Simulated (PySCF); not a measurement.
Question: Give a PBE0-D3(BJ)/def2-SVP geometry of `c1(c(ocp1)C(OC)=O)C`.

Answer: 
```xyz
17
C6H7O3P angstrom
C      3.3717    0.1712   -0.2505
O      2.0811    0.7319   -0.0873
C      1.0707   -0.1373   -0.1157
O      1.2068   -1.3270   -0.2709
C     -0.2378    0.5099    0.0633
O     -0.2492    1.8504    0.2269
C     -1.4850    2.3173    0.3792
P     -2.7369    1.1480    0.3351
C     -1.4713   -0.0891    0.0869
C     -1.7332   -1.5511   -0.0715
H      3.4597   -0.3325   -1.2246
H      3.5816   -0.5661    0.5384
H      4.0786    1.0063   -0.1890
H     -1.5331    3.3989    0.5142
H     -1.2308   -2.1284    0.7190
H     -1.3281   -1.9220   -1.0245
H     -2.8099   -1.7662   -0.0354
```

Any rigid rotation of these coordinates is as good. Atoms count from 1 in this order. O2 (ester single-bonded oxygen) is bent (angle 115.5°). The 5-membered ring C5–O6–C7–P8–C9 has internal angles of 87.6° to 115.9° (sum 540°, against 540° for a flat polygon); it is planar, 0.00 Å rms from its mean plane, widest ring torsion 0°. The C–P distances run from 1.714 Å (C7–P8, aromatic) to 1.787 Å (P8–C9, aromatic), a spread of 0.073 Å. The 10 heavy atoms lie in one plane (0.001 Å rms).

Bonds between heavy atoms (Å): C1–O2 1.417, O2–C3 1.333, C3=O4 1.208, C3–C5 1.471, C5–O6 1.351, O6–C7 1.330, C7–P8 1.714, P8–C9 1.787, C9–C10 1.494, C5–C9 1.371.

Method: PBE0-D3(BJ)/def2-SVP geometry optimisation, gas phase in PySCF.

Point group: Cs (tolerance 0.08 Å). No frequency check. The numbers are those of one conformer (C1–O2–C3–O4 0°, O2–C3–C5–O6 0°).

On one thread of an Arm Neoverse V2, no GPU, shared host, this took 3.2 min of wall time and 0.75 GiB of memory at its peak. These figures are those of the optimisation.
